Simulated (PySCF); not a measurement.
Atomic charges by several schemes

Species: CHF₂O₄S₂ (charge -1).
Structure used (GFN2-xTB), in Å, numbered top down from 1:
```
atom  x, y, z in Å
O1     1.0806    0.1188   -1.6283
S2     1.2173   -0.2153   -0.2530
O3     1.6346   -1.5414    0.0991
F4     2.5934    0.6744    0.1974
C5     0.1067    0.5293    0.8180
S6    -1.3621    0.3398   -0.0122
O7    -1.5348    1.1835   -1.1473
O8    -2.4839    0.2528    0.8847
F9    -1.2909   -1.2292   -0.6679
H10    0.0479   -0.1080    1.6871
```

Density: PBE0/pcSseg-1 (PySCF); schemes: Mulliken, IAO, Hirshfeld and ESP-fitted. Isolated species at its GFN2-xTB geometry (one conformer only). The pcSseg-1 basis has no diffuse functions, a weakness for an anion.

Atoms with like bonding are taken together and averaged. Do the Mulliken, IAO, Hirshfeld and ESP-fitted schemes agree on where the charge is lowest?

The schemes don't all agree: Mulliken O1/O3/O7/O8 (-0.522); IAO C5 (-0.936); Hirshfeld O1/O3/O7/O8 (-0.331); ESP-fitted C5 (-0.896).

At which atom do the 4 schemes differ most?

At S2/S6: from +0.499 (Hirshfeld) to +2.142 e (IAO), 1.643 e apart.

For which atoms does the sign change between the 4 schemes (beyond +0.03 e in one, beyond −0.03 e in another)?

For none.

Tabulate the Mulliken, IAO, Hirshfeld and ESP-fitted charges.

In e; atoms taken as equivalent share a row and are averaged (×n: the atom named and its like, n in all):

```
       atom                 environment  Mulliken     IAO  Hirshfeld  ESP-fitted
O1/O3/O7/O8             sulfonyl oxygen    -0.522  -0.861     -0.331      -0.515
      S2/S6             sulfonyl sulfur    +1.159  +2.142     +0.499      +1.151
      F4/F9       sulfur-bound fluorine    -0.429  -0.541     -0.216      -0.325
         C5  carbon bonded to 2 S and H    -0.509  -0.936     -0.273      -0.896
        H10              hydrogen on C5    +0.138  +0.176     +0.034      +0.306
```

Mean size of the charges over all atoms: IAO 0.992 e, ESP-fitted 0.622 e, Mulliken 0.591 e, Hirshfeld 0.306 e. Each set sums to the total charge, -1, to within 0.001 e. The Hirshfeld scheme divides the density at each point in proportion to the densities of the neutral, spherically averaged free atoms.

Some averages cover members that differ in this geometry: S2/S6, ESP-fitted +1.115 to +1.187; O1/O3/O7/O8, ESP-fitted -0.546 to -0.486; O1/O3/O7/O8, Mulliken -0.551 to -0.500; O1/O3/O7/O8, Hirshfeld -0.351 to -0.309 e.

How many electrons does the ESP-fitted scheme count on O1?

Its own charge is -0.495 e, so Z − q = 8.496.

How closely do the schemes follow one another over all atoms?

Correlation coefficient and root-mean-square difference: Mulliken with IAO 1.00, 0.510 e; Mulliken with Hirshfeld 1.00, 0.343 e; IAO with Hirshfeld 1.00, 0.848 e; IAO with ESP-fitted 0.98, 0.506 e; Mulliken with ESP-fitted 0.98, 0.142 e; Hirshfeld with ESP-fitted 0.98, 0.384 e.

Sum the charges by element, for elements with more than one atom.

```csv
element,atoms,Mulliken,IAO,Hirshfeld,ESP-fitted
O,4,-2.088,-3.442,-1.325,-2.062
S,2,+2.317,+4.285,+0.997,+2.302
F,2,-0.857,-1.082,-0.433,-0.650
```
